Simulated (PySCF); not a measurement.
Atoms are numbered as in `[CH3:1][CH2:2][S:3](=[O:4])(=[O:5])[N-:6][S:7]([CH3:8])(=[O:9])=[O:10]`. Each H is labelled by its parent atom.

Geometry: PBE0-D3(BJ)/def2-SVP; GIAO shifts from PySCF, gas phase, non-relativistic, averaged over equivalent atoms.

At PBE0/pcSseg-1 (224 basis functions, 55 s wall time on 1 thread of an Arm Neoverse V1, shared host):
```
 atoms  δ (ppm)
    C2     51.4
    C8     45.6
    C1     11.2
    S3    309.5
    S7    298.6
O9/O10    229.9
 O4/O5    216.4
    N6    176.0
 H(C2)     2.91
 H(C8)     2.66
 H(C1)     1.12
```

Scale: ¹³C (σ = 184.41 ppm) and ¹H (σ = 31.27 ppm) against TMS; CS2 for ³³S (σ = 495.66 ppm); ¹⁷O (σ = 334.56 ppm) against H2O; ¹⁵N (σ = 265.67 ppm) vs NH3 (reference shieldings calculated alike).

Estimate the result of repeating the calculation with KT3/pcSseg-1.

Results:


| atoms | δ at KT3/pcSseg-1 | change |
| --- | --- | --- |
| C2 | 50.5 | -0.9 |
| C8 | 43.3 | -2.3 |
| C1 | 12.5 | +1.3 |
| S3 | 291.9 | -17.6 |
| S7 | 279.9 | -18.7 |
| O9/O10 | 228.6 | -1.3 |
| O4/O5 | 216.6 | +0.2 |
| N6 | 172.9 | -3.1 |
| H(C2) | 2.93 | +0.02 |
| H(C8) | 2.63 | -0.03 |
| H(C1) | 1.10 | -0.02 |

References, each an isolated molecule treated in the same way: ¹³C (σ = 182.31 ppm) and ¹H (σ = 31.32 ppm) vs TMS; ³³S (σ = 516.28 ppm) against CS2; ¹⁷O (σ = 329.03 ppm) against H2O; ¹⁵N (σ = 262.01 ppm) against NH3.

The largest change is at S7 (sulfonyl sulfur). Cost: 224 basis functions, 62 s wall time on 1 thread of an Arm Neoverse V1, shared host. The order of the carbon signals is the same at both levels.

Experimental scales use liquid or dissolved standards, which lie at an offset from isolated NH3 (liquid NH3: subtract about 20 ppm) and H2O (liquid H2O: subtract about 36 ppm). Unscaled 15N shifts of sp2 nitrogen come out 20 to 40 ppm too high even then.
